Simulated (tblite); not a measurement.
Species: C8H9O (doublet state).
Cartesian coordinates in Å at the GFN2-xTB level; atoms count from 1:
```xyz
18
C8H9O angstrom
C      3.3675   -0.1768   -0.3662
C      2.0911   -0.0459   -0.2739
C      0.7607    0.0684   -0.1763
C      0.1307    1.3145   -0.2748
C     -1.2893    1.5007   -0.1902
O     -1.8103    2.6031   -0.3101
C     -2.1220    0.2506    0.0361
C     -1.3469   -0.8167    0.7977
C     -0.0761   -1.1712    0.0350
H      3.8636   -0.3487   -1.3116
H      4.0208   -0.1120    0.4930
H      0.7316    2.1995   -0.4271
H     -3.0359    0.5312    0.5617
H     -2.4124   -0.1315   -0.9478
H     -1.9636   -1.7081    0.9277
H     -1.0836   -0.4406    1.7892
H      0.5044   -1.9253    0.5696
H     -0.3390   -1.5849   -0.9439
```

Structure optimised with GFN2-xTB, isolated species. This method treats the open shell by occupation alone, without spin polarisation.

Masses are those of the commonest isotopes; rigid-rotor values at the optimised geometry. The values belong to one conformer with, in the numbering `[CH2:1]=[C:2][C:3]1=[CH:4][C:5](=[O:6])[CH2:7][CH2:8][CH2:9]1`, C3–C4–C5–O6 -178°, C4–C5–C7–C8 29°, C5–C7–C8–C9 -58°, C7–C8–C9–C3 57°.

(1) Give the principal moments of inertia and the rotational constants in MHz.

(2) What kind of rotor is it?

(3) Is it planar, by Δ = Ic − Ia − Ib?

(4) Give the other two planar moments, Paa and Pbb, and the rms extents of the mass along the axes.

(5) List the rotational levels J(Ka,Kc) to J = 4 (MHz).

(6) Estimate the classical rotational partition function at 100 K, 200 K and 298.15 K.

## Answers

(1) Ia = 164.51, Ib = 439.68, Ic = 582.82 u·Å²; 505379 MHz·u·Å²/I gives A = 3072, B = 1149, C = 867.1 MHz.

(2) An asymmetric top: κ = (2 × 1149 − 3072 − 867.1)/(3072 − 867.1) = -0.74.

(3) Not planar: Δ = Ic − Ia − Ib = -21.37 u·Å². For a rigid frame Δ = −2 Σ m c², so Σ m c² = 10.68 u·Å² lies off the ab plane: 7.44 from hydrogen and 3.24 from heavier atoms. The atom farthest from that plane is 1.47 Å away.

(4) Paa = Σ m a² = (Ib + Ic − Ia)/2 = 429.00 and Pbb = Σ m b² = (Ia + Ic − Ib)/2 = 153.82 u·Å². With the mass M = 121.07 u, the rms extents √(P/M) along a, b and c are 1.88, 1.13, 0.30 Å.

(5) Above 0(0,0):
J = 1: 1(0,1) 2017, 1(1,1) 3939, 1(1,0) 4222
J = 2: 2(0,2) 6021, 2(1,2) 7690, 2(1,1) 8537, 2(2,1) 14305, 2(2,0) 14334
J = 3: 3(0,3) 11957, 3(1,3) 13299, 3(1,2) 14991, 3(2,2) 20355, 3(2,1) 20497, 3(3,1) 30691, 3(3,0) 30693
J = 4: 4(0,4) 19751, 4(1,4) 20748, 4(1,3) 23558, 4(2,3) 28398, 4(2,2) 28813, 4(3,2) 38810, 4(3,1) 38823, 4(4,1) 53209, 4(4,0) 53209
Those of J = 1 are B + C, A + C and A + B.

(6) Point group C1, symmetry number σ = 1; q = (√π/σ)·√((kT/h)³/(ABC)), k/h = 20836.6 MHz/K: 96300 at 100 K, 272000 at 200 K, 496000 at 298.15 K.

For this open shell read J as N, the rotation without spin; fine and hyperfine splittings come on top. Its GFN2-xTB frequencies are all real (lowest 73 cm⁻¹). These are rigid-rotor constants of the computed structure; measured ground-state constants (B0) also hold zero-point vibration.
